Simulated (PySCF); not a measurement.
**Excitation energy of Cu²⁺ by level of theory**

Cu²⁺ [Ar] 3d9 (2D) → Cu²⁺ [Ar] 3d8 4p1 (high-spin determinant), as a difference of total energies. Calculation: PySCF 2.14, in dyall-av2z (16s12p7d2f, 101 functions); no relativity, point nucleus. Correlated levels: valence: [Ar] frozen; virtual orbitals above 40 to 60 times the deepest correlated orbital energy dropped. The calculations carry no spin-orbit coupling.

```
           method  excitation energy (eV)
              UHF                  13.441
    MP2 (valence)                  15.442
SCS-MP2 (valence)                  15.335
   CCSD (valence)                  14.981
CCSD(T) (valence)                  15.035
```

**Question.** How much does correlation contribute at CCSD(T) (valence)?

**Answer.** 15.035 − (13.441) = 1.594 eV, measured against UHF.

A first-order spin-orbit estimate (lowest level to lowest level, LS coupling) adds -0.023 eV.

The determinant of the upper state mixes LS terms, which raises its energy above the lowest term, most at the Hartree-Fock and MP2 levels.
